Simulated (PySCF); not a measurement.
Computed IR spectrum (relative IR intensity) of a molecule C₂H₈N₂OSi. Geometry: PBE0-D3(BJ)/def2-SVP. Other conformers were not sampled. Computed with PBE0-D3(BJ)/def2-SVP in PySCF. Frequencies are harmonic and unscaled.

Lines under 2 % of the strongest are left out, and lines within 2 cm⁻¹ are merged.

```csv
ν (cm⁻¹),relative intensity
80,11
183,15
207,4.5
297,19
343,13
373,49
452,8.5
528,4.1
671,19
749,16
797,40
810,23
843,20
880,29
912,28
949,38
969,100
1123,5.2
1365,6.5
1441,4.9
1446,5.6
1535,23
1830,94
2203,57
3001,29
3180,2.1
3620,12
3726,13
3932,33
```

Task: Identify the compound among the candidates.
A) C=CO[SiH](N)N
B) C/N=C/O[SiH2]N
C) C/C=N\[Si@H](N)O
D) NC/C=N\[SiH2]O

Result: C, C/C=N\[Si@H](N)O
